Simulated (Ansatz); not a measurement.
Sn₃H₆⁺, that is cyclo-(SnH2)3 with one electron fewer. Total charge 1; doublet. Geometry PBE0-D4/def2-SVP, that of the neutral singlet; atoms count from 1.

```xyz
9

Sn   -1.473    0.120   -0.671
H    -2.949    0.076    0.202
H    -1.768    0.398   -2.337
Sn    0.710   -1.453    0.146
H     1.690   -2.186   -1.055
H     0.508   -2.506    1.484
Sn    0.764    1.333    0.525
H     1.850    2.269   -0.416
H     0.668    1.949    2.123
```

In the def2 sets Sn takes a core potential; there is no spin–orbit coupling.

(1) Estimate the Mulliken populations from the PBE0/def2-TZVP orbitals of Ansatz.

(2) Where does the spin sit?

(3) And the Mayer bond orders between heavy atoms (over 0.3)?

Results:

(1) 
```json
{"atom": "Sn1", "charge (e)": "0.21", "spin (α − β)": "0.40"}
{"atom": "H2", "charge (e)": "0.06", "spin (α − β)": "0.00"}
{"atom": "H3", "charge (e)": "0.06", "spin (α − β)": "0.00"}
{"atom": "Sn4", "charge (e)": "0.21", "spin (α − β)": "0.37"}
{"atom": "H5", "charge (e)": "0.06", "spin (α − β)": "0.00"}
{"atom": "H6", "charge (e)": "0.06", "spin (α − β)": "0.00"}
{"atom": "Sn7", "charge (e)": "0.20", "spin (α − β)": "0.11"}
{"atom": "H8", "charge (e)": "0.07", "spin (α − β)": "0.06"}
{"atom": "H9", "charge (e)": "0.07", "spin (α − β)": "0.06"}
```
Mulliken values depend strongly on the basis.

(2) Summed by element: Sn 0.88, H 0.12, of 1 unpaired in all. Largest on single atoms: Sn1 0.40, Sn4 0.37, Sn7 0.11.

(3) Sn1–Sn4 0.62 (2.81 Å); Sn1–Sn7 0.84 (2.81 Å); Sn4–Sn7 0.85 (2.81 Å).
